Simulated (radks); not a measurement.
Se2+, configuration [Ar] 3d10 4s2 4p2. Calculated with a radial shooting solver on a logarithmic mesh with Libxc functionals: scalar-relativistic Kohn-Sham, PBEsol, spin-polarised, spherical densities, finite nucleus; open shells are filled with parallel spins first; Fermi nuclear charge, rms radius 4.14 fm.

Local quantities along the radius. ELF = 1/(1 + alpha^2) is the electron localisation function; alpha = (tau - tau_W)/tau_unif compares the Pauli kinetic energy density with that of the uniform gas (summed over spins); 4 pi r^2 rho is in e/bohr. tau is taken from the large components.

r (bohr)	ELF	alpha	4 pi r^2 rho
0.003031	1.000	0.02005	2.978
0.004043	1.000	0.02159	4.857
0.005393	0.999	0.02418	7.741
0.007192	0.999	0.02842	11.97
0.009593	0.999	0.03552	17.77
0.01279	0.998	0.04807	25.00
0.01707	0.995	0.07205	32.79
0.02276	0.985	0.1229	39.26
0.03036	0.944	0.2437	42.03
0.04049	0.768	0.5499	39.95
0.054	0.418	1.181	35.54
0.07203	0.298	1.535	34.86
0.09607	0.509	0.9813	41.54
0.1281	0.757	0.5669	49.13
0.1709	0.763	0.5575	45.80
0.2279	0.428	1.155	32.63
0.304	0.257	1.702	26.31
0.4055	0.599	0.8187	31.33
0.5408	0.775	0.5388	31.25
0.7213	0.680	0.6859	19.88
0.962	0.327	1.434	8.780
1.283	0.239	1.785	4.340
1.711	0.652	0.7306	2.965
2.283	0.784	0.5249	1.547
3.044	0.519	0.9634	0.4335
4.06	0.086	3.251	0.05664
5.416	0.002	20.10	0.002839

On this mesh the ELF has minima near r = 0.072, 0.30, 1.1 bohr, which separate the shells, and maxima near 0.15 (0.79), 0.54 (0.78), 2.3 (0.78).
